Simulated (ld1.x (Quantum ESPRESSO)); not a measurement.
Sb: one change to a TM potential, before and after

ld1.x (Quantum ESPRESSO) 7.5 input, shortened:

```
&input
   title='Sb', zed=51., rel=2, dft='PBE', iswitch=3,
   config='[Kr] 4d10 5s2 5p3', rel_dist='average'
 /
 &inputp
   pseudotype=2, tm=.true., lloc=0,
   nlcc=.true., new_core_ps=.true.
 /
3
5P  2  1   3.00   0.00  2.00  2.00  0.0
4D  3  2  10.00   0.00  1.45  1.45  0.0
5S  1  0   2.00   0.00  1.85  1.85  0.0
 &test
   configts(1)='4d10 5s2 5p3'
 /
```

Open shells are filled in proportion to 2j + 1 (rel_dist='average').

All-electron outer shells of the reference configuration (PBE, scalar-relativistic, ld1.x):

```csv
shell,level (eV),outermost node (bohr),outermost maximum (bohr)
4s,-148.83,0.39,0.73
4p,-101.79,0.39,0.76
4d,-33.51,0.38,0.84
5s,-12.83,0.95,1.90
5p,-4.83,1.04,2.35
```

Change: all radii but the core radius scaled by about 0.78 (s 1.44, p 1.56, d 1.12 bohr).

Cutoffs: the cutoffs (Ry, on a coarse ladder) from which the occupation-weighted sum of valence levels, in a spherical-Bessel basis at the reference potential, stays within 10 and 1 mRy of its value at 400 Ry; they do not see the model core or the augmentation charge, which bear on the density cutoff. Errors are all-electron minus pseudo energies relative to the spin-unpolarised reference configuration.

Problem. How do hardness, ghosts and transferability respond?

Solution. The potential gets harder (90 Ry and 160 Ry → 110 Ry and 180 Ry); a bound ghost appears in p, which as a rule spoils a file; the number of tests that count goes from 7 to 6; of the 6 tests that both files solve, the error grows in 3 and shrinks in 0 by more than 15 % and 0.3 meV (median size 0.7 → 5.2 meV). A smaller radius makes the pseudo-wave follow the all-electron one further in, where it bends more sharply, so more plane waves are needed. That the errors move this way runs against the usual rule that smaller radii transfer better.

```tsv
quantity	base	changed
cutoff, loose	90 Ry	110 Ry
cutoff, tight	160 Ry	180 Ry
loose cutoff by channel (10 mRy a level)	p 10 Ry, d 80 Ry, s 12 Ry	p 70 Ry, d 90 Ry, s 35 Ry
bound ghosts	none	p3/2, p1/2
tests counted (converged, no solver errors)	7 of 7	6 of 7
error for 4d10 5s2 5p2, meV [ΔE 8.33 eV]	+1.1	+1.4
error for 4d10 5s2 5p1, meV [ΔE 24.32 eV]	+3.5	+9.1
error for 4d10 5s2 5p0, meV [ΔE 48.76 eV]	+0.2	+33
error for 4d10 5s2 5p3.3, meV [ΔE -1.16 eV]	+0.1	0.0
error for 4d10 5s2 5p2.5, meV [ΔE 3.27 eV]	+0.3	+0.4
error for 4d10 5s1 5p0, meV [ΔE 93.05 eV]	-13	+43
```

Changed file: Tests not counted: 4d9 5s2 5p3 (solver errors, printed error -133 meV). A true bound ghost makes a file unfit for plane-wave use even where its test errors are small: the radial tests pick states by their node count and pass the ghost by.
